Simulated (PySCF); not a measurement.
Molfile (atoms numbered from 1):
```
C3H7FOSi
     RDKit          3D

 13 12  0  0  0  0  0  0  0  0999 V2000
    2.1877   -0.0202    0.1048 C   0  0  0  0  0  0  0  0  0  0  0  0
    1.1101   -0.9152   -0.3719 C   0  0  0  0  0  0  0  0  0  0  0  0
    1.5206   -2.1418   -0.7300 F   0  0  0  0  0  0  0  0  0  0  0  0
   -0.1912   -0.6335   -0.4869 C   0  0  0  0  0  0  0  0  0  0  0  0
   -0.6864    0.5950   -0.1863 O   0  0  0  0  0  0  0  0  0  0  0  0
   -2.2685    0.8926    0.2803 Si  0  0  0  0  0  4  0  0  0  0  0  0
    1.7723    0.9610    0.3647 H   0  0  0  0  0  0  0  0  0  0  0  0
    2.9560    0.1098   -0.6746 H   0  0  0  0  0  0  0  0  0  0  0  0
    2.6859   -0.4477    0.9902 H   0  0  0  0  0  0  0  0  0  0  0  0
   -0.8823   -1.3968   -0.8648 H   0  0  0  0  0  0  0  0  0  0  0  0
   -2.5340    0.3580    1.6496 H   0  0  0  0  0  0  0  0  0  0  0  0
   -3.2063    0.2397   -0.6835 H   0  0  0  0  0  0  0  0  0  0  0  0
   -2.4235    2.3695    0.2553 H   0  0  0  0  0  0  0  0  0  0  0  0
  1  2  1  0
  2  3  1  0
  2  4  2  0
  4  5  1  0
  5  6  1  0
  1  7  1  0
  1  8  1  0
  1  9  1  0
  4 10  1  0
  6 11  1  0
  6 12  1  0
  6 13  1  0
M  END
```

Computational details: GIAO PBE0/pcSseg-1 shieldings, geometry: PBE0-D3(BJ)/def2-SVP, in PySCF (one conformer, relativity neglected, in vacuum, rapidly exchanging positions averaged).

Scale: 13C (σref 184.41) and 1H (σref 31.27) and 29Si (σref 351.99) against TMS; CFCl3 for 19F (σref 177.25); 17O (σref 334.56) against H2O (reference shieldings calculated alike).

| atoms | nucleus | count | Hirshfeld charge | δ (ppm) |
| --- | --- | --- | --- | --- |
| C1 | 13C | 1 | -0.12 | ? |
| C2 | 13C | 1 | 0.06 | 159.5 |
| C4 | 13C | 1 | -0.02 | 133.6 |
| F3 | 19F | 1 | -0.09 | ? |
| H7/H8/H9 | 1H | 3 | 0.05 | 2.01 |
| H11/H12/H13 | 1H | 3 | -0.07 | 4.89 |
| O5 | 17O | 1 | -0.20 | 56.4 |
| H10 | 1H | 1 | 0.05 | 6.55 |
| Si6 | 29Si | 1 | 0.40 | ? |

Complete the table.

Answers


- C1: 13.4 ppm, allylic methyl carbon; a saturated carbon with 1 carbon neighbour and no heteroatom attached
- F3: -149.2 ppm, vinylic fluorine
- Si6: -26.1 ppm, silicon bonded to O, 3 H

Shifts are as computed. Against solution values, carbons near 30 ppm lie about +2 ppm off and those near 130 ppm about +5 ppm. Of 1313 compounds with measured shifts, 239 miss one by over three times the rms of a fit or turn the order of signals round; such compounds aren't used in these exercises. Unscaled 19F shifts against computed CFCl3 carry errors that often reach 10 to 50 ppm. Experimental scales use liquid or dissolved standards, which lie at an offset from isolated H2O (liquid H2O: subtract about 36 ppm).
